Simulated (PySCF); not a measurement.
Structure problem from calculated spectra and properties.

Formula: C5H7F3.

| Property | Result |
| --- | --- |
| 13C NMR | chemical shifts (computed TMS as zero) by class: 142.1 (1 C), 128.2 (1 C), 112.0 (1 C), 86.9 (1 C), 21.1 (1 C) ppm [GIAO B97-2/pcSseg-1] |
| UV, first state | lowest singlet excitation: 7.18 eV (173 nm, f = 0.519) [TDDFT wB97X-D/def2-SVPD] |
| 1H NMR | chemical shifts (computed TMS as zero) by class: 6.88 (1 H), 5.65 (1 H), 5.01 (2 H), 1.66 (3 H) ppm [GIAO B97-2/pcSseg-1] |
| Valence photoelectron | vertical ionisation energy: 9.99 eV [ΔSCF wB97X-D/def2-SVPD] |
| NMR, other nuclei | isotropic shieldings of nuclei other than C and H, by class: 305 (2 F), 420 (1 F) ppm [GIAO B97-2/pcSseg-1] |
| Rotational structure | rotational constants A, B, C: 2.743, 1.313, 1.045 GHz [PBE0-D3(BJ)/def2-SVP] |
| Dipole | 4.27 D [wB97X-D/def2-SVPD] |
| Triplet | lowest triplet excitation (Tamm–Dancoff): 4.35 eV [TDA wB97X-D/def2-SVPD] |
| Couplings | largest of the computed one-bond spin–spin couplings (means over like bonds): 19F–13C -288.3 (×2), 19F–13C -244.6, 13C–1H +195.8, 13C–1H +165.0, 13C–1H +154.1 (×2), 13C–1H +134.4 (×3), 13C–13C +81.9, 13C–13C +61.6 Hz [B3LYP/pcJ-1, spin–dipole term left out for some pairs] |

Gas-phase values; electronic properties from PySCF, density fitting. Levels stand in brackets. One conformer (not necessarily the lowest) at the PBE0-D3(BJ)/def2-SVP geometry, without solvent, vibrations or thermal averaging. NMR classes are plain means over equivalent atoms (diastereotopic ones count apart unless rotation or inversion swaps them), as if these changed places fast.

Question: Propose a structure and show how it fits.

Answer: Numbering: `[CH3:1]/[C:2](=[CH:3]/[CH:4]([F:5])[F:6])[CH2:7][F:8]`. Its formula, C5H7F3, gives 1 degree of unsaturation: 0 rings and 1 π bond in the structure found. 5 carbons fall into 5 classes; from least to most shielded: fully substituted alkene carbon [C2] (142.1 ppm), alkene CH carbon [C3] (128.2 ppm), CHF2 carbon [C4] (112.0 ppm), sp3 C–F carbon [C7] (86.9 ppm), allylic carbon [C1] (21.1 ppm). Hydrogen classes from least to most shielded: 1 H on a CHF2 carbon, C4 (6.88 ppm), 1 H on an alkene CH carbon, C3 (5.65 ppm), 2 H on an sp3 C–F carbon, C7 (5.01 ppm), 3 H on an allylic carbon, C1 (1.66 ppm). The other shieldings belong to: 305 ppm, fluorine of a CF2 group [F5/F6]; 420 ppm, alkyl fluorine [F8]. The couplings run between: -288.3 Hz, fluorine of a CF2 group [F5] and CHF2 carbon [C4] (with 1 like pair); -244.6 Hz, alkyl fluorine [F8] and sp3 C–F carbon [C7]; +195.8 Hz, CHF2 carbon [C4] and its hydrogen; +165.0 Hz, alkene CH carbon [C3] and its hydrogen; +154.1 Hz, sp3 C–F carbon [C7] and its hydrogen (with 1 like pair); +134.4 Hz, allylic carbon [C1] and its hydrogen (with 2 like pairs); +81.9 Hz, fully substituted alkene carbon [C2] and alkene CH carbon [C3]; +61.6 Hz, alkene CH carbon [C3] and CHF2 carbon [C4]. The first electron is taken from the HOMO, whose largest Löwdin shares are 0.36 on the alkene CH carbon, 0.31 on the fully substituted alkene carbon, 0.06 on the allylic carbon and 0.06 on the sp3 C–F carbon. The optimised geometry has point group C1 and is an asymmetric top. Structure: `C/C(=C/C(F)F)CF`. Computed isomers that give other values at the same levels: `C/C(=C\C(F)F)CF` (13C chemical shifts (computed TMS as zero) by class: 151.9 (1 C), 120.4 (1 C), 113.4 (1 C), 84.9 (1 C), 15.9 (1 C) ppm); `F[C@@H]1CCCC1(F)F` (13C chemical shifts (computed TMS as zero) by class: 129.7 (1 C), 93.3 (1 C), 32.6 (1 C), 31.2 (1 C), 21.5 (1 C) ppm); `C=CC(F)(CF)CF` (rotational constant A: 2.430 GHz; this holds for the one conformer computed). The assignments are read from this structure; whether some other isomer fits the data as well wasn't checked.

The values belong to the conformer `[CH3:1]/[C:2](=[CH:3]/[CH:4]([F:5])[F:6])[CH2:7][F:8]`: C2–C3–C4–F5 -141°, C1–C2–C7–F8 175°.
